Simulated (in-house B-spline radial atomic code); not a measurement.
A fraction x of an electron is removed from 5p in the cerium ion Ce⁴⁺, starting from [Kr] 4d10 5s2 5p6 and keeping the highest spin. All numbers are computed (scalar-relativistic (X2C) RPBE, spin-polarised, spherical fractional occupations; Fermi nucleus of rms radius 4.8771 fm) with a radial B-spline atomic code at the basis-set limit, not measured.

| x | E(x) - E(0) (eV) | 5p down level (eV) |
| --- | --- | --- |
| 0 | 0.0000 | -60.036 |
| 0.03 | 1.8067 | -60.412 |
| 0.23 | 14.1402 | -62.925 |
| 0.32 | 19.8546 | -64.061 |
| 0.49 | 30.9277 | -66.213 |
| 0.5 | 31.5905 | -66.340 |
| 0.59 | 37.6124 | -67.483 |
| 0.69 | 44.4243 | -68.755 |
| 0.83 | 54.1751 | -70.542 |
| 0.95 | 62.7321 | -72.076 |
| 1 | 66.3519 | -72.717 |

The exact functional would give a straight line between the two integer points. Deviations E(x) - E(0) - x[E(1) - E(0)], in eV: -0.184 at x = 0.03, -1.121 at x = 0.23, -1.378 at x = 0.32, -1.585 at x = 0.49, -1.585 at x = 0.5, -1.535 at x = 0.59, -1.359 at x = 0.69, -0.897 at x = 0.83, -0.302 at x = 0.95.

The curve lies below the straight line by up to 1.585 eV (at x = 0.49): convex, the delocalisation error that favours fractional charges.

How well does Slater's transition state (minus the level at half occupation) give the ionisation energy?

It gives 66.340 eV against 66.352 eV from the two total energies; NIST lists 65.55 eV, ground level to ground level.
